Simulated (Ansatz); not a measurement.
Species: MnH, net charge 0, septet state. SMILES: [MnH]
Geometry: optimised at B3LYP-D3(BJ)/def2-TZVP (Ansatz, a quantum-chemistry and plane-wave program).

Quantity: vertical ionisation energy to the sextet, in eV. Terms: LANL2DZ with its own core potentials from Na on; no spin-orbit coupling; each state is the SCF solution reached for its charge and spin; frozen cores in correlated levels (noble-gas shells and the d and f shells of earlier blocks); UHF or UKS for open shells; six Cartesian d functions in 6-31G* and its kin unless marked 5d; non-relativistic. Ab initio and DFT rows: single points at B3LYP-D3(BJ) geometries (Ansatz). A UHF reference is markedly spin-contaminated in at least one set, which strains HF and MP2. The spin state of an ion or metal species was assumed, not searched.

| level | program | vertical ionisation energy to the sextet (eV) |
|---|---|---|
| HF/6-31G* | Ansatz | 6.44 |
| HF/6-31G* with LANL2DZ past Ar | Ansatz | 6.75 |
| PBE/6-31G* | Ansatz | 6.68 |
| PBE/6-31G* with LANL2DZ past Ar | Ansatz | 6.91 |
| B3LYP/STO-3G | Ansatz | 4.11 |
| B3LYP/3-21G | Ansatz | 6.75 |
| B3LYP/6-31G* | Ansatz | 6.80 |
| B3LYP/6-31G* with LANL2DZ past Ar | Ansatz | 7.01 |
| MP2/6-31G* | Ansatz | 6.58 |
| MP2/6-31G* with LANL2DZ past Ar | Ansatz | 6.82 |
| wB97X-V/def2-TZVPD | Ansatz | 6.97 |

No value to compare with is used here. The 10 habitual levels span 4.11 (B3LYP/STO-3G) to 7.01 eV (B3LYP/6-31G* with LANL2DZ past Ar); wB97X-V/def2-TZVPD gives 6.97.

The levels are drawn from those run, B3LYP/6-31G* more often than the rest, none by its result; left out are runs that failed, that the program found above a lower state of the same kind, or whose <S^2> lies over 0.5 above the pure value.
